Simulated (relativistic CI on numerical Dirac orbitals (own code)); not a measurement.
# Eu⁴⁵⁺: q coefficients and field-shift factors

Method of calculation: Dirac-Coulomb-Breit CI, orbitals from a KLI potential per configuration, derivatives by finite differences, unscaled Slater integrals, QED left out (own radial code, finite nucleus).

Configurations in the expansion (outside the closed core [Ne]): 3s2 3p6, 3s2 3p5 3d, 3s 3p6 3d, 3p6 3d2, 3p5 3d3. Double excitations out of closed p, d and f shells are left out; levels of such configurations are missing from the list, as are those of other unlisted configurations, and high levels can miss mixing partners.

With x = (α/α₀)² − 1 an excitation energy changes as ω = ω₀ + qx; K = 2q/ω₀ is the relative enhancement. Terms are leading LS components, so labels can repeat. The field-shift factor is F = δν/δ⟨r²⟩ for the transition from the lowest level.

Lowest level 3s2 3p6 1S_0.

```tsv
Level	ω₀ (cm⁻¹)	q (cm⁻¹)	K	F (GHz/fm²)
3s2 3p5 3d 3P°_0	1551474	64090	0.0826	7.85
3s2 3p5 3d 3P°_1	1617168	83450	0.103	8.14
3s2 3p5 3d 3F°_3	1657630	61980	0.0748	8.01
3s2 3p5 3d 3D°_2	1683152	67950	0.0807	8.08
3s2 3p5 3d 3F°_4	1902046	355500	0.374	12.1
3s2 3p5 3d 1D°_2	1936159	362000	0.374	11.8
3s2 3p5 3d 3D°_3	2014353	359100	0.357	12.5
3s2 3p5 3d 1P°_1	2201161	408600	0.371	7.09
3s2 3p5 3d 3F°_2	2918738	1.528e+06	1.05	-86.8
3s2 3p5 3d 1P°_1	3195438	1.49e+06	0.933	-81.8
3s2 3p5 3d 3P°_2	3219936	1.826e+06	1.13	-82.5
3s2 3p5 3d 3F°_3	3253005	1.83e+06	1.12	-82.9
3s 3p6 3d 3D_1	4328805	1.731e+06	0.8	-2420
```

At this charge energies of transitions that change n are usually good to better than 1 %, and those within a shell (Δn = 0) to a few per cent.
